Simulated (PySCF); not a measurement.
**Broadened absorption spectrum of BEt2(CCH)**

BEt2(CCH), C6H11B.
Cartesian coordinates in Å at the PBE0-D3(BJ)/def2-SVP level; atoms count from 1:
```xyz
18
C6H11B angstrom
B     -0.1603   -0.2269    0.0110
C      1.4119   -0.2464   -0.0970
C      1.9915   -0.4948    1.3041
H      1.7917    0.7137   -0.4850
H      1.7582   -1.0434   -0.7753
H      3.0927   -0.5005    1.2889
H      1.6806    0.2851    2.0181
H      1.6609   -1.4636    1.7102
C     -0.9587    1.1271    0.1142
C     -1.3258    1.5753   -1.3094
H     -0.3364    1.9048    0.5891
H     -1.8795    1.0201    0.7094
H     -1.8686    2.5333   -1.3012
H     -0.4309    1.7117   -1.9378
H     -1.9699    0.8359   -1.8110
C     -0.9223   -1.5547    0.0129
C     -1.5311   -2.6118    0.0175
H     -2.0603   -3.5480    0.0190
```

Level of theory: TDDFT PBE0/def2-SVPD, vertical, gas phase, core orbitals frozen in the response in PySCF 2.14.0, density-fitted response routines.

Computed states:

```json
{"state": "S1", "E (eV)": "4.30", "f": "0.0005"}
{"state": "S2", "E (eV)": "5.62", "f": "0.0005"}
{"state": "S3", "E (eV)": "5.70", "f": "0.084"}
{"state": "S4", "E (eV)": "5.97", "f": "0.017"}
{"state": "S5", "E (eV)": "6.86", "f": "0.0004"}
{"state": "S6", "E (eV)": "7.08", "f": "0.0039"}
{"state": "S7", "E (eV)": "7.15", "f": "0.032"}
{"state": "S8", "E (eV)": "7.18", "f": "0.0003"}
{"state": "S9", "E (eV)": "7.51", "f": "0.087"}
{"state": "S10", "E (eV)": "7.71", "f": "0.112"}
```

Broadening: Gaussians 0.25 eV wide at half height, area fixed by f = 4.319×10⁻⁹ ∫ε dν̃. The width is an assumption, not a result. The curve ends short of the highest state used, and states not computed would add to its high-energy end.

Question: What does the envelope look like, and where are its maxima?

Answer: 
| E (eV) | ε (L mol⁻¹ cm⁻¹) |
| --- | --- |
| 3.92 | 0 |
| 4.06 | 4 |
| 4.20 | 33 |
| 4.34 | 47 |
| 4.48 | 12 |
| 4.62 | 1 |
| 4.76 | 0 |
| 4.89 | 0 |
| 5.03 | 0 |
| 5.17 | 0 |
| 5.31 | 12 |
| 5.45 | 601 |
| 5.59 | 5430 |
| 5.72 | 9035 |
| 5.86 | 3944 |
| 6.00 | 1921 |
| 6.14 | 503 |
| 6.28 | 25 |
| 6.42 | 0 |
| 6.56 | 1 |
| 6.69 | 12 |
| 6.83 | 105 |
| 6.97 | 1117 |
| 7.11 | 3683 |

Maxima: 288 nm (4.30 eV), ε about 51, made up of S1 (100%); 217 nm (5.70 eV), ε about 9200, made up of S3 (99%) (ε in L mol⁻¹ cm⁻¹; maxima over ε = 5, shares over 10%). At its high-energy end, 7.11 eV, the curve is still rising (ε about 3700, from S6 and S7).

Question: On this curve, what absorbance would a 10⁻⁵ mol/L sample give at 280 nm over a 1 cm path?

Answer: 280 nm is 4.428 eV, where ε is about 24 L mol⁻¹ cm⁻¹, so A = ε c l ≈ 0.00024 (Beer–Lambert, with the gas-phase spectrum and the assumed width).

Question: Coming from long wavelengths, where does ε first pass 100 L mol⁻¹ cm⁻¹?

Answer: At about 230 nm (5.38 eV), 1.08 eV above S1.

Question: What would ε be at 5.70 eV, the highest of these maxima, with half the width (0.125 eV)?

Answer: About 18200 L mol⁻¹ cm⁻¹ against 9180, a factor of about 1.98; a lone state at its own centre would give exactly 2.

One conformer stands for the species.
